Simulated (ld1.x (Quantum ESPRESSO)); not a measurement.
# What one change does to a pseudopotential (bismuth, TM semilocal)

ld1.x (Quantum ESPRESSO) 7.5 input, shortened:

```
&input
   title='Bi', zed=83., rel=1, dft='PZ', iswitch=3,
   config='[Xe] 4f14 5d10 6s1 6p4'
 /
 &inputp
   pseudotype=1, tm=.true., lloc=0,
   nlcc=.true., rcore=1.50
 /
3
6P  2  1   4.00   0.00  2.00  2.00  0.0
5D  3  2  10.00   0.00  2.00  2.00  0.0
6S  1  0   1.00   0.00  1.85  1.85  0.0
 &test
   configts(1)='5d10 6s1 6p4'
 /
```

All-electron outer shells of the reference configuration (LDA (PZ), scalar-relativistic, ld1.x):

```tsv
shell	level (eV)	outermost node (bohr)	outermost maximum (bohr)
4f	-154.71	–	0.34
5p	-97.68	0.48	0.86
5d	-28.79	0.51	1.03
6s	-15.80	0.98	1.86
6p	-5.43	1.14	2.41
```

Change: all radii but the core radius scaled by about 0.81 (s 1.50, p 1.62, d 1.62 bohr).

Cutoffs: the cutoffs (Ry, on a coarse ladder) from which the occupation-weighted sum of valence levels, in a spherical-Bessel basis at the reference potential, stays within 10 and 1 mRy of its value at 400 Ry; they do not see the model core or the augmentation charge, which bear on the density cutoff. Errors are all-electron minus pseudo energies relative to the spin-unpolarised reference configuration.

Q: What does the change do?

A: The potential gets harder (55 Ry and 90 Ry → 100 Ry and 160 Ry); of the 9 tests that both files solve, the error grows in 5 and shrinks in 4 by more than 15 % and 0.3 meV (median size 7.1 → 5.3 meV); neither file shows a bound ghost. A smaller radius makes the pseudo-wave follow the all-electron one further in, where it bends more sharply, so more plane waves are needed. A semilocal file is local in each channel, so a ghost entry of none says nothing of the separable form that plane-wave codes build from it.

| quantity | base | changed |
| --- | --- | --- |
| cutoff, loose | 55 Ry | 100 Ry |
| cutoff, tight | 90 Ry | 160 Ry |
| loose cutoff by channel (10 mRy a level) | p 10 Ry, d 45 Ry, s 21 Ry | p 80 Ry, d 50 Ry, s 35 Ry |
| bound ghosts | none | none |
| error for 5d10 6s2 6p3, meV [ΔE -10.18 eV] | +0.9 | +5.3 |
| error for 5d10 6s2 6p2, meV [ΔE -2.02 eV] | -5.6 | -4.4 |
| error for 5d10 6s2 6p1, meV [ΔE 13.54 eV] | -13 | -0.2 |
| error for 5d10 6s0 6p5, meV [ΔE 10.54 eV] | -2.0 | +4.7 |
| error for 5d9 6s2 6p3, meV [ΔE 23.27 eV] | -59 | +237 |
| error for 5d10 6s1 6p0, meV [ΔE 83.17 eV] | -44 | -29 |
| error for 5d10 6s2 6p2.5, meV [ΔE -6.97 eV] | -2.3 | -1.1 |
| error for 5d10 6s1 6p4 (spin-polarised), meV [ΔE -1.02 eV] | +11 | +14 |
| error for 5d10 6s2 6p3 (spin-polarised), meV [ΔE -11.20 eV] | +7.1 | +21 |
